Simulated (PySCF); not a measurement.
```xyz
11

O     -0.3273     1.7806     1.0611
Si     0.0569     0.4117     0.2355
Si    -1.9435    -0.7569    -0.0695
O      1.0006     0.6245    -1.1456
Si     2.1053    -0.2970    -0.2152
H      0.3674     2.4164     1.2573
H     -2.5256    -1.0968     1.2495
H     -1.6332    -2.0051    -0.8044
H     -2.9153     0.0488    -0.8464
H      2.4795    -1.5854    -0.8428
H      3.3352     0.4592     0.1205
```

Charge 0, multiplicity 1.

**Question.** Give the Mulliken and meta-Löwdin atomic charges from ωB97X-D3(BJ)/def2-TZVP // B3LYP-D3(BJ)/def2-TZVP run with PySCF 2.14.0.

**Answer.** 
```
atom  Mulliken (e)  meta-Löwdin (e)
----  ------------  ---------------
O1           -0.51            -0.74
Si2           0.45             0.88
Si3           0.06             0.25
O4           -0.43            -0.84
Si5           0.20             0.55
H6            0.33             0.35
H7           -0.02            -0.08
H8           -0.02            -0.08
H9           -0.01            -0.08
H10          -0.03            -0.10
H11          -0.03            -0.10
```
